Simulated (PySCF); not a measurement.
# Gas-phase XPS of cis-Ti(H2O)2Br4, computed

Compound: cis-Ti(H2O)2Br4 (singlet state).
Cartesian coordinates in Å at the PBE0-D3(BJ)/def2-SVP level; atoms count from 1:
```
atom  x, y, z in Å
Ti1   -0.5144   -0.0115   -0.5040
O2    -0.3068   -0.0160    1.6844
H3    -0.7044   -0.8027    2.0830
H4    -0.6984    0.7699    2.0904
Br5   -0.3171    0.0001   -2.8527
O6     1.6834   -0.0010   -0.3511
H7     2.0576    0.7927   -0.7593
H8     2.0627   -0.7759   -0.7894
Br9   -2.8578   -0.0211   -0.2738
Br10  -0.1623    2.3721   -0.1406
Br11  -0.1445   -2.3921   -0.1560
```

Computed with PySCF, delta-SCF UKS SCAN, pcX-2 on the ionised atom (unc-x2c-TZVPall on a metal), pcseg-1 elsewhere, spin-free X2C. Each binding energy is the total energy of the core-ionised species, with the hole localised on one atom, minus that of the ground state; both are solved self-consistently, so orbital relaxation is included.

Q: List the computed XPS lines with their assignment.

A: 
```csv
atom(s),environment,level,binding energy (eV),count
O2/O6,oxygen bonded to Ti and 2 H,O 1s,540.80,2
```

Q: Give the binding energy of O 1s of O2 (atom 2)/O6 in hartree and in kJ/mol.

A: 540.80 eV = 19.8740 Eh = 52179 kJ/mol.

The first atom of each set that the bonding makes equivalent was ionised and stands for the set. Not every level is listed. No level of bromine or titanium is listed. Isolated species at its PBE0-D3(BJ)/def2-SVP geometry, gas phase. Metal 2p energies of this one-determinant scheme are less reliable than its 1s energies.
